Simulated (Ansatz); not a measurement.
C₅H₈O (SMILES C=C1CCOC1), singlet, at a GFN2-xTB geometry; Ansatz (a program for electronic structure) with R2SCAN/6-311+G(2d,p).

Here is a job for Ansatz.
Ansatz 0.2 input:
```yaml
crystal:
  periodic: [false, false, false]
  atoms:
    - {symbol: C, position_ang: [2.12352982, -0.42361863, -0.10255025]}
    - {symbol: C, position_ang: [0.82701575, -0.18450174, -0.05514373]}
    - {symbol: C, position_ang: [-0.27597878, -1.17980819, 0.18377485]}
    - {symbol: C, position_ang: [-1.48348613, -0.26633220, 0.42501337]}
    - {symbol: O, position_ang: [-1.22748061, 0.91016176, -0.31322412]}
    - {symbol: C, position_ang: [0.16037488, 1.15858951, -0.22504697]}
    - {symbol: H, position_ang: [2.83618196, 0.36074593, -0.28987279]}
    - {symbol: H, position_ang: [2.52032635, -1.41320284, 0.04373063]}
    - {symbol: H, position_ang: [-0.07244246, -1.84074061, 1.02431639]}
    - {symbol: H, position_ang: [-0.42544686, -1.78871768, -0.71057706]}
    - {symbol: H, position_ang: [-2.42915812, -0.67875760, 0.07263170]}
    - {symbol: H, position_ang: [-1.57088341, -0.02841725, 1.49663770]}
    - {symbol: H, position_ang: [0.38196919, 1.79944625, 0.64440773]}
    - {symbol: H, position_ang: [0.47056501, 1.68237737, -1.13176518]}
basis:
  gaussian:
    orbitals: 6-311+G_2d_p_.json
hamiltonian:
  xc: r2scan
```
The basis file holds 6-311+G(2d,p) in the JSON format of the Basis Set Exchange.

What the program printed (banner, timings and long lists left out):

```
Functional definition: r2SCAN
1494 factors; their error is unknown
mean field evaluation 1: about -7345.8502 eV, gradient 7.5e1 eV
mean field evaluation 2: about -7332.2401 eV, gradient 1.1e2 eV
mean field evaluation 4: about -7359.1651 eV, gradient 1.1e1 eV
mean field evaluation 8: about -7359.4622 eV, gradient 3.0e-1 eV
mean field evaluation 16: about -7359.4112 eV, gradient 5.2e-4 eV
mean field -7359.41116123 eV, -270.4533717872 hartree, gradient 2.5e-5 eV, S^2 0.000000; 0 other end points of the search recorded, 0 dependent functions left out
reference -7359.41118825 eV, -270.4533727802 hartree; 23, 23 occupied and 187, 187 virtual orbitals, 1494 factors
Total energy: -7359.41118825 eV, -270.4533727802 hartree
```
